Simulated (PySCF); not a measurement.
A calculated (LDA, PySCF 2.14, x2c-TZVPPall, scalar relativity by spin-free X2C-1e) atom or ion has these occupied shells.

```json
{"shell": "1s β", "electrons": "1", "orbital energy (eV)": "-11688.3", "rms radius, mean of both spins (bohr)": "0.0525"}
{"shell": "1s α", "electrons": "1", "orbital energy (eV)": "-11688.3", "rms radius, mean of both spins (bohr)": "0.0525"}
{"shell": "2s β", "electrons": "1", "orbital energy (eV)": "-1486.2", "rms radius, mean of both spins (bohr)": "0.220"}
{"shell": "2s α", "electrons": "1", "orbital energy (eV)": "-1486.2", "rms radius, mean of both spins (bohr)": "0.220"}
{"shell": "2p α", "electrons": "3", "orbital energy (eV)": "-1305.3", "rms radius, mean of both spins (bohr)": "0.196"}
{"shell": "2p β", "electrons": "3", "orbital energy (eV)": "-1305.2", "rms radius, mean of both spins (bohr)": "0.196"}
{"shell": "3s α", "electrons": "1", "orbital energy (eV)": "-191.29", "rms radius, mean of both spins (bohr)": "0.643"}
{"shell": "3s β", "electrons": "1", "orbital energy (eV)": "-191.29", "rms radius, mean of both spins (bohr)": "0.643"}
{"shell": "3p α", "electrons": "3", "orbital energy (eV)": "-135.29", "rms radius, mean of both spins (bohr)": "0.669"}
{"shell": "3p β", "electrons": "3", "orbital energy (eV)": "-135.29", "rms radius, mean of both spins (bohr)": "0.669"}
{"shell": "3d α", "electrons": "5", "orbital energy (eV)": "-42.820", "rms radius, mean of both spins (bohr)": "0.761"}
{"shell": "3d β", "electrons": "5", "orbital energy (eV)": "-42.811", "rms radius, mean of both spins (bohr)": "0.761"}
{"shell": "4s β", "electrons": "1", "orbital energy (eV)": "-15.298", "rms radius, mean of both spins (bohr)": "2.03"}
{"shell": "4p α", "electrons": "3", "orbital energy (eV)": "-6.244", "rms radius, mean of both spins (bohr)": "2.69"}
{"shell": "4p β", "electrons": "1", "orbital energy (eV)": "-5.510", "rms radius, mean of both spins (bohr)": "2.69"}
```

Problem. Name the element and its charge.

Solution. As (arsenic, neutral), in [Ar] 3d10 4s1 4p4, 4s spin antiparallel (an excited configuration).
